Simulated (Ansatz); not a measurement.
A short molecular-dynamics run on `C[O][In]([Cl])[Cl]`.

```yaml
crystal:
  periodic: [false, false, false]
  atoms:
    - {symbol: C, position_ang: [0.021347, -0.843111, 1.101849]}
    - {symbol: O, position_ang: [0.400952, 0.452093, 0.688356]}
    - {symbol: In, position_ang: [0.081722, 1.092459, -1.132810]}
    - {symbol: Cl, position_ang: [-1.100843, -0.267817, -2.574580]}
    - {symbol: Cl, position_ang: [0.831324, 3.156483, -1.785504]}
    - {symbol: H, position_ang: [-0.347307, -0.781977, 2.130459]}
    - {symbol: H, position_ang: [0.882634, -1.520302, 1.085762]}
    - {symbol: H, position_ang: [-0.769821, -1.287827, 0.486458]}
basis:
  gaussian: {orbitals: def2-SVP}
hamiltonian: {xc: {name: BLYP}}
md: {timestep: 0.5 fs, n_steps: 50, ensemble: nve, temperature: 1500, initial_velocities: maxwell_boltzmann, seed: 214}
```

```sh
$ ansatz run in.yaml --threads 4 --pin off --events-out ev --progress --plain --max-ram 10444MiB
```

```tsv
step	time (fs)	potential energy (eV)	kinetic (eV)	T (K)	conserved (eV)
0	0.0	-33341.7513	1.1633	1500	-33340.5879
1	0.5	-33341.7149	1.1271	1453	-33340.5878
2	1.0	-33341.6443	1.0574	1363	-33340.5869
3	1.5	-33341.5550	0.9694	1250	-33340.5855
4	2.0	-33341.4683	0.8838	1140	-33340.5844
5	2.5	-33341.4012	0.8169	1053	-33340.5842
6	3.0	-33341.3569	0.7720	995	-33340.5849
7	3.5	-33341.3260	0.7403	954	-33340.5857
8	4.0	-33341.2952	0.7090	914	-33340.5862
9	4.5	-33341.2565	0.6704	864	-33340.5861
10	5.0	-33341.2099	0.6243	805	-33340.5856
11	5.5	-33341.1613	0.5762	743	-33340.5851
12	6.0	-33341.1181	0.5334	688	-33340.5847
13	6.5	-33341.0868	0.5024	648	-33340.5844
14	7.0	-33341.0713	0.4870	628	-33340.5843
15	7.5	-33341.0739	0.4896	631	-33340.5843
16	8.0	-33341.0956	0.5114	659	-33340.5842
17	8.5	-33341.1375	0.5533	713	-33340.5842
18	9.0	-33341.1992	0.6148	793	-33340.5844
19	9.5	-33341.2770	0.6919	892	-33340.5850
20	10.0	-33341.3613	0.7752	1000	-33340.5860
21	10.5	-33341.4368	0.8495	1095	-33340.5872
22	11.0	-33341.4858	0.8976	1157	-33340.5882
23	11.5	-33341.4954	0.9070	1170	-33340.5884
24	12.0	-33341.4641	0.8766	1130	-33340.5876
25	12.5	-33341.4056	0.8195	1057	-33340.5860
26	13.0	-33341.3437	0.7591	979	-33340.5846
27	13.5	-33341.3006	0.7166	924	-33340.5841
28	14.0	-33341.2843	0.6997	902	-33340.5847
29	14.5	-33341.2859	0.7002	903	-33340.5857
30	15.0	-33341.2892	0.7028	906	-33340.5865
31	15.5	-33341.2817	0.6952	896	-33340.5866
32	16.0	-33341.2603	0.6741	869	-33340.5862
33	16.5	-33341.2294	0.6438	830	-33340.5856
34	17.0	-33341.1967	0.6116	789	-33340.5851
35	17.5	-33341.1693	0.5845	754	-33340.5848
36	18.0	-33341.1510	0.5662	730	-33340.5848
37	18.5	-33341.1421	0.5571	718	-33340.5850
38	19.0	-33341.1403	0.5551	716	-33340.5852
39	19.5	-33341.1425	0.5572	718	-33340.5854
40	20.0	-33341.1475	0.5622	725	-33340.5852
41	20.5	-33341.1576	0.5728	739	-33340.5849
42	21.0	-33341.1790	0.5945	766	-33340.5845
43	21.5	-33341.2171	0.6325	816	-33340.5845
44	22.0	-33341.2714	0.6862	885	-33340.5852
45	22.5	-33341.3315	0.7450	961	-33340.5864
46	23.0	-33341.3796	0.7921	1021	-33340.5876
47	23.5	-33341.3996	0.8116	1046	-33340.5880
48	24.0	-33341.3861	0.7987	1030	-33340.5873
49	24.5	-33341.3488	0.7627	983	-33340.5860
50	25.0	-33341.3071	0.7223	931	-33340.5849
```

Velocities are drawn at the set temperature; a run this short doesn't reach equilibrium.

Frames (Å, forces in eV/Å):

```xyz
8
time=0.0 fs
C     0.021   -0.843    1.102    0.006    0.043   -0.018
O     0.401    0.452    0.688    0.365    0.230    0.935
In    0.082    1.092   -1.133   -0.008    0.117   -0.285
Cl   -1.101   -0.268   -2.575   -0.550   -0.609   -0.679
Cl    0.831    3.156   -1.786    0.354    0.971   -0.293
H    -0.347   -0.782    2.130   -0.205   -0.033    0.576
H     0.883   -1.520    1.086    0.437   -0.436    0.037
H    -0.770   -1.288    0.486   -0.399   -0.284   -0.273
8
time=1.0 fs
C     0.026   -0.850    1.114    0.306    0.222   -2.797
O     0.396    0.460    0.684    0.508    0.158    1.355
In    0.079    1.089   -1.133    0.131    0.412   -0.299
Cl   -1.096   -0.263   -2.571   -0.653   -0.726   -0.805
Cl    0.835    3.161   -1.786    0.302    0.825   -0.251
H    -0.306   -0.788    2.105   -0.825   -0.015    2.228
H     0.898   -1.515    1.040    0.228   -0.434    0.113
H    -0.777   -1.227    0.436    0.002   -0.443    0.455
8
time=2.0 fs
C     0.030   -0.856    1.125    0.491    0.339   -4.916
O     0.390    0.469    0.681    0.642    0.076    1.745
In    0.076    1.085   -1.134    0.273    0.713   -0.319
Cl   -1.092   -0.258   -2.567   -0.755   -0.842   -0.931
Cl    0.839    3.166   -1.787    0.250    0.682   -0.210
H    -0.272   -0.795    2.101   -1.154   -0.031    3.205
H     0.915   -1.514    0.996   -0.124   -0.294    0.240
H    -0.784   -1.171    0.389    0.376   -0.642    1.184
8
time=3.0 fs
C     0.035   -0.862    1.131    0.333    0.565   -5.207
O     0.386    0.477    0.679    0.758   -0.021    2.079
In    0.074    1.081   -1.135    0.416    1.012   -0.339
Cl   -1.088   -0.254   -2.563   -0.856   -0.957   -1.056
Cl    0.843    3.171   -1.788    0.199    0.543   -0.170
H    -0.249   -0.801    2.126   -0.953   -0.133    2.572
H     0.932   -1.516    0.953   -0.480   -0.116    0.401
H    -0.788   -1.120    0.354    0.581   -0.893    1.720
8
time=4.0 fs
C     0.040   -0.868    1.133   -0.007    0.889   -4.037
O     0.382    0.486    0.678    0.850   -0.135    2.342
In    0.071    1.077   -1.136    0.558    1.299   -0.351
Cl   -1.084   -0.250   -2.560   -0.954   -1.069   -1.180
Cl    0.847    3.177   -1.789    0.150    0.410   -0.131
H    -0.235   -0.810    2.175   -0.453   -0.271    0.819
H     0.943   -1.519    0.915   -0.729    0.027    0.559
H    -0.786   -1.078    0.335    0.587   -1.149    1.980
8
time=5.0 fs
C     0.046   -0.873    1.132   -0.225    1.222   -2.525
O     0.378    0.494    0.679    0.910   -0.267    2.525
In    0.068    1.073   -1.136    0.694    1.564   -0.342
Cl   -1.081   -0.246   -2.557   -1.048   -1.177   -1.303
Cl    0.851    3.182   -1.790    0.101    0.282   -0.094
H    -0.225   -0.820    2.232   -0.007   -0.359   -0.892
H     0.948   -1.522    0.882   -0.822    0.099    0.677
H    -0.779   -1.048    0.335    0.397   -1.365    1.954
8
time=6.0 fs
C     0.051   -0.877    1.130   -0.197    1.530   -1.193
O     0.375    0.502    0.681    0.933   -0.417    2.625
In    0.066    1.070   -1.137    0.823    1.799   -0.303
Cl   -1.078   -0.242   -2.555   -1.137   -1.280   -1.421
Cl    0.856    3.188   -1.791    0.055    0.160   -0.059
H    -0.215   -0.834    2.280    0.266   -0.370   -2.020
H     0.945   -1.523    0.855   -0.745    0.091    0.731
H    -0.768   -1.030    0.353    0.002   -1.514    1.638
8
time=7.0 fs
C     0.055   -0.880    1.126    0.063    1.823   -0.044
O     0.372    0.510    0.685    0.908   -0.589    2.639
In    0.063    1.066   -1.138    0.946    1.998   -0.226
Cl   -1.075   -0.239   -2.553   -1.219   -1.376   -1.534
Cl    0.860    3.193   -1.792    0.011    0.045   -0.025
H    -0.203   -0.852    2.310    0.399   -0.317   -2.573
H     0.935   -1.524    0.836   -0.514    0.004    0.704
H    -0.757   -1.027    0.387   -0.593   -1.587    1.058
8
time=8.0 fs
C     0.060   -0.882    1.122    0.431    2.099    0.891
O     0.370    0.518    0.690    0.831   -0.788    2.572
In    0.061    1.063   -1.139    1.063    2.161   -0.111
Cl   -1.072   -0.236   -2.551   -1.295   -1.464   -1.638
Cl    0.864    3.199   -1.793   -0.031   -0.063    0.006
H    -0.187   -0.872    2.316    0.441   -0.218   -2.666
H     0.921   -1.525    0.823   -0.167   -0.146    0.593
H    -0.752   -1.038    0.431   -1.273   -1.581    0.353
8
time=9.0 fs
C     0.066   -0.881    1.118    0.622    2.288    1.305
O     0.368    0.525    0.697    0.702   -1.008    2.436
In    0.059    1.060   -1.140    1.174    2.292    0.037
Cl   -1.070   -0.234   -2.550   -1.362   -1.542   -1.732
Cl    0.868    3.204   -1.794   -0.070   -0.164    0.036
H    -0.167   -0.895    2.296    0.416   -0.083   -2.320
H     0.904   -1.528    0.815    0.221   -0.315    0.414
H    -0.759   -1.065    0.478   -1.704   -1.468   -0.176
8
time=10.0 fs
C     0.071   -0.879    1.116    0.362    2.237    0.797
O     0.367    0.531    0.705    0.536   -1.230    2.247
In    0.057    1.057   -1.141    1.280    2.396    0.208
Cl   -1.068   -0.232   -2.549   -1.419   -1.607   -1.813
Cl    0.872    3.210   -1.795   -0.107   -0.258    0.064
H    -0.143   -0.918    2.254    0.318    0.070   -1.429
H     0.890   -1.533    0.812    0.536   -0.432    0.205
H    -0.782   -1.106    0.524   -1.507   -1.175   -0.280
8
time=11.0 fs
C     0.077   -0.875    1.114   -0.232    1.851   -0.714
O     0.366    0.537    0.715    0.351   -1.432    2.024
In    0.055    1.055   -1.141    1.377    2.477    0.391
Cl   -1.066   -0.230   -2.549   -1.463   -1.658   -1.878
Cl    0.876    3.215   -1.796   -0.141   -0.348    0.092
H    -0.116   -0.941    2.199    0.130    0.195    0.131
H     0.881   -1.542    0.811    0.670   -0.416    0.017
H    -0.819   -1.158    0.568   -0.693   -0.668   -0.062
8
time=12.0 fs
C     0.083   -0.870    1.112   -0.753    1.228   -2.730
O     0.366    0.542    0.726    0.166   -1.598    1.773
In    0.053    1.052   -1.142    1.463    2.542    0.574
Cl   -1.065   -0.229   -2.549   -1.495   -1.694   -1.927
Cl    0.880    3.221   -1.797   -0.173   -0.433    0.118
H    -0.088   -0.962    2.146   -0.106    0.232    2.145
H     0.878   -1.556    0.809    0.588   -0.237   -0.119
H    -0.862   -1.216    0.611    0.309   -0.039    0.166
8
time=13.0 fs
C     0.089   -0.863    1.108   -1.058    0.510   -4.036
O     0.365    0.546    0.737   -0.009   -1.714    1.491
In    0.051    1.050   -1.143    1.539    2.595    0.748
Cl   -1.065   -0.228   -2.550   -1.514   -1.717   -1.959
Cl    0.884    3.226   -1.798   -0.203   -0.512    0.143
H    -0.061   -0.981    2.113   -0.219    0.212    3.583
H     0.880   -1.571    0.807    0.358    0.062   -0.199
H    -0.903   -1.275    0.655    1.107    0.564    0.228
8
time=14.0 fs
C     0.093   -0.857    1.100   -1.270   -0.313   -3.443
O     0.365    0.549    0.750   -0.165   -1.764    1.166
In    0.049    1.048   -1.144    1.603    2.643    0.910
Cl   -1.064   -0.228   -2.551   -1.521   -1.728   -1.975
Cl    0.888    3.231   -1.799   -0.230   -0.585    0.166
H    -0.036   -0.997    2.113   -0.081    0.300    3.285
H     0.886   -1.586    0.803    0.088    0.390   -0.241
H    -0.933   -1.328    0.702    1.576    1.057    0.131
8
time=15.0 fs
C     0.096   -0.850    1.090   -1.363   -1.177   -1.354
O     0.364    0.551    0.764   -0.303   -1.741    0.802
In    0.047    1.046   -1.144    1.657    2.686    1.059
Cl   -1.064   -0.228   -2.553   -1.518   -1.729   -1.976
Cl    0.892    3.236   -1.800   -0.256   -0.651    0.186
H    -0.011   -1.011    2.143    0.170    0.529    1.597
H     0.893   -1.597    0.797   -0.138    0.670   -0.257
H    -0.948   -1.372    0.749    1.751    1.413   -0.057
8
time=16.0 fs
C     0.099   -0.844    1.079   -1.229   -1.851    0.866
O     0.363    0.551    0.778   -0.425   -1.650    0.417
In    0.046    1.045   -1.145    1.700    2.722    1.197
Cl   -1.065   -0.229   -2.555   -1.505   -1.720   -1.962
Cl    0.896    3.241   -1.801   -0.278   -0.709    0.201
H     0.015   -1.020    2.189    0.335    0.732   -0.181
H     0.898   -1.602    0.788   -0.274    0.848   -0.257
H    -0.947   -1.402    0.796    1.676    1.628   -0.281
8
time=17.0 fs
C     0.100   -0.840    1.068   -0.851   -2.162    2.513
O     0.362    0.551    0.792   -0.532   -1.495    0.030
In    0.045    1.043   -1.145    1.732    2.747    1.328
Cl   -1.066   -0.230   -2.558   -1.482   -1.702   -1.935
Cl    0.900    3.245   -1.801   -0.298   -0.760    0.214
H     0.044   -1.021    2.233    0.376    0.802   -1.376
H     0.901   -1.599    0.776   -0.298    0.894   -0.258
H    -0.930   -1.416    0.841    1.354    1.676   -0.515
8
time=18.0 fs
C     0.101   -0.838    1.059   -0.225   -2.051    3.582
O     0.361    0.550    0.806   -0.624   -1.276   -0.350
In    0.044    1.042   -1.145    1.753    2.756    1.454
Cl   -1.067   -0.232   -2.562   -1.451   -1.673   -1.896
Cl    0.904    3.249   -1.802   -0.316   -0.804    0.223
H     0.077   -1.016    2.265    0.339    0.746   -1.990
H     0.902   -1.587    0.762   -0.208    0.796   -0.276
H    -0.900   -1.415    0.880    0.732    1.505   -0.745
8
time=19.0 fs
C     0.101   -0.837    1.053    0.684   -1.514    4.238
O     0.359    0.548    0.820   -0.696   -0.990   -0.718
In    0.043    1.041   -1.146    1.761    2.747    1.572
Cl   -1.069   -0.234   -2.565   -1.410   -1.634   -1.845
Cl    0.907    3.254   -1.803   -0.331   -0.842    0.229
H     0.113   -1.003    2.278    0.266    0.605   -2.190
H     0.900   -1.568    0.746   -0.025    0.565   -0.326
H    -0.863   -1.399    0.913   -0.248    1.062   -0.960
8
time=20.0 fs
C     0.102   -0.838    1.051    1.816   -0.660    4.551
O     0.357    0.546    0.834   -0.743   -0.636   -1.066
In    0.042    1.041   -1.146    1.755    2.716    1.679
Cl   -1.071   -0.236   -2.570   -1.359   -1.582   -1.782
Cl    0.911    3.257   -1.803   -0.345   -0.874    0.234
H     0.152   -0.984    2.270    0.178    0.404   -2.076
H     0.898   -1.544    0.726    0.195    0.245   -0.406
H    -0.829   -1.373    0.936   -1.497    0.387   -1.135
8
time=21.0 fs
C     0.105   -0.839    1.052    2.765    0.157    4.434
O     0.354    0.543    0.847   -0.754   -0.218   -1.387
In    0.041    1.040   -1.146    1.736    2.664    1.769
Cl   -1.074   -0.239   -2.575   -1.298   -1.517   -1.706
Cl    0.914    3.261   -1.804   -0.358   -0.903    0.237
H     0.192   -0.961    2.242    0.094    0.154   -1.634
H     0.898   -1.517    0.703    0.365   -0.089   -0.495
H    -0.809   -1.343    0.948   -2.549   -0.249   -1.218
8
time=22.0 fs
C     0.109   -0.839    1.057    2.860    0.475    3.656
O     0.351    0.540    0.859   -0.724    0.248   -1.668
In    0.040    1.040   -1.145    1.701    2.593    1.834
Cl   -1.076   -0.243   -2.580   -1.227   -1.438   -1.617
Cl    0.917    3.264   -1.804   -0.370   -0.929    0.241
H     0.233   -0.937    2.199    0.044   -0.146   -0.754
H     0.901   -1.491    0.674    0.392   -0.347   -0.549
H    -0.812   -1.316    0.949   -2.675   -0.456   -1.142
8
time=23.0 fs
C     0.116   -0.840    1.064    1.903    0.229    2.012
O     0.348    0.537    0.870   -0.658    0.717   -1.894
In    0.040    1.040   -1.145    1.650    2.507    1.868
Cl   -1.080   -0.246   -2.586   -1.147   -1.348   -1.516
Cl    0.921    3.268   -1.805   -0.381   -0.954    0.245
H     0.275   -0.915    2.149    0.079   -0.485    0.663
H     0.908   -1.468    0.641    0.231   -0.469   -0.512
H    -0.841   -1.293    0.939   -1.677   -0.198   -0.866
8
time=24.0 fs
C     0.125   -0.840    1.074    0.495   -0.203   -0.226
O     0.344    0.535    0.880   -0.573    1.122   -2.047
In    0.040    1.040   -1.144    1.585    2.411    1.866
Cl   -1.083   -0.251   -2.592   -1.057   -1.247   -1.402
Cl    0.924    3.271   -1.805   -0.391   -0.977    0.250
H     0.318   -0.897    2.106    0.225   -0.814    2.346
H     0.917   -1.449    0.603   -0.084   -0.454   -0.352
H    -0.886   -1.271    0.921   -0.199    0.162   -0.436
8
time=25.0 fs
C     0.134   -0.841    1.083   -0.617   -0.514   -1.974
O     0.339    0.533    0.889   -0.486    1.406   -2.113
In    0.040    1.041   -1.144    1.507    2.308    1.829
Cl   -1.087   -0.255   -2.599   -0.962   -1.138   -1.279
Cl    0.927    3.273   -1.805   -0.401   -0.999    0.257
H     0.362   -0.887    2.085    0.347   -1.051    3.340
H     0.925   -1.435    0.561   -0.450   -0.358   -0.087
H    -0.932   -1.248    0.899    1.061    0.346    0.027
```

Hardware: 4 threads of an Arm Neoverse V1 on a shared host. Wall time 55 s, peak host memory 0.17 GiB.
